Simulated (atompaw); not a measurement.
## Pseudopotential generation for As: PAW (atompaw), PBEsol, scalar-relativistic.

- Element: arsenic
- Generator: atompaw 4.2.0.5
- Type: PAW
- Functional: PBEsol
- Relativity: scalar-relativistic
- Frozen core: [Ar] 3d10
- Valence charge: 5
- Reference configuration: 4s2 4p3
- Partial waves: 4s (bound): rc 2.00 bohr; 4s channel at 3 Ry: rc 2.00 bohr; 4p (bound): rc 1.55 bohr; 4p channel at 1.1 Ry: rc 2.00 bohr
- Local potential: bessel scheme, radius 1.70 bohr
- Core correction: smooth core density matched at 1.30 bohr
- Augmentation charge: sinc compensation charge, radius 1.55 bohr; PAW radius 2.00 bohr; waves and projectors: custom polynom vanderbiltortho

All-electron outer shells of the reference configuration (PBEsol, scalar-relativistic, ld1.x):

| shell | level (eV) | outermost node (bohr) | outermost maximum (bohr) |
| --- | --- | --- | --- |
| 3p | -133.47 | 0.22 | 0.52 |
| 3d | -40.64 | – | 0.47 |
| 4s | -14.50 | 0.73 | 1.61 |
| 4p | -5.20 | 0.78 | 1.97 |

Results:

```json
{
  "Cutoffs needed": "18 Ry and 30 Ry (the cutoffs (Ry, on a coarse ladder) from which the occupation-weighted sum of valence levels, in a spherical-Bessel basis at the reference potential, stays within 10 and 1 mRy of its value at 400 Ry)",
  "Ghost test": "no extra level below or beside the all-electron valence levels (s, p, d, f tested) (spherical-Bessel basis up to 400 Ry, 20 bohr box)",
  "Lowest eigenvalue of the overlap operator": "0.06 (p channel)",
  "Overlap eigenvalues printed by atompaw (projector basis)": "0.0407, 0.0886, 10, 59.3",
  "Share of each valence orbital outside the PAW sphere": "4s 41 %, 4p 66 %"
}
```

Generation and tests took about 8.2 s on one core of a shared server CPU.
